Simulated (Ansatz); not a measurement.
Reaction (SMILES): CCC(=O)CC + H+ → CCC(=[OH+])CC
Each molecule is optimised on its own at B3LYP-D3(BJ)/def2-TZVP (Ansatz, an electronic-structure program), one conformer each, not searched for the lowest.

Property: proton affinity (electronic energy difference), positive where the reaction releases energy, in kcal/mol. Cores are frozen in the correlated levels unless marked. Spin-orbit coupling is left out. Non-relativistic. CBS(X,Y): correlation extrapolated as X^-3; Hartree-Fock from the larger set. [CCSD(T)-MP2]/basis is that difference in the basis named.

```csv
level,program,proton affinity (kcal/mol),minus last row
BLYP-D3(BJ)/def2-TZVPD,Ansatz + dftd3,207.8,1.6
r2SCAN-D3(BJ)/def2-TZVPD,Ansatz + dftd3,209.7,3.5
PBE0/6-31G*,Ansatz,207.9,1.7
PBE0-D4/def2-TZVP,Ansatz + dftd4,209.2,3.0
r2SCAN0-D4/def2-TZVPD,Ansatz + dftd4,209.7,3.5
CAM-B3LYP-D4/def2-TZVPD,Ansatz + dftd4,206.2,0.0
LC-wPBE-D3(BJ)/def2-TZVPD,Ansatz + dftd3,209.5,3.3
RPA@PBE/cc-pVQZ,Ansatz,208.9,2.7
MP2/STO-3G,Ansatz,246.4,40.2
RI-MP2/cc-pVTZ,Ansatz,205.0,-1.2
SCS-MP2/cc-pVQZ,Ansatz,205.6,-0.6
CCSD(T)/cc-pVDZ,Ansatz,207.5,1.3
CCSD(T)/cc-pVQZ,Ansatz,206.8,0.6
"RI-MP2/CBS(cc-pVTZ,cc-pVQZ)+[CCSD(T)-MP2]/cc-pVDZ",Ansatz,206.2,0.0
"CCSD(T)/CBS(cc-pVTZ,cc-pVQZ)",Ansatz,206.2,0.0
```
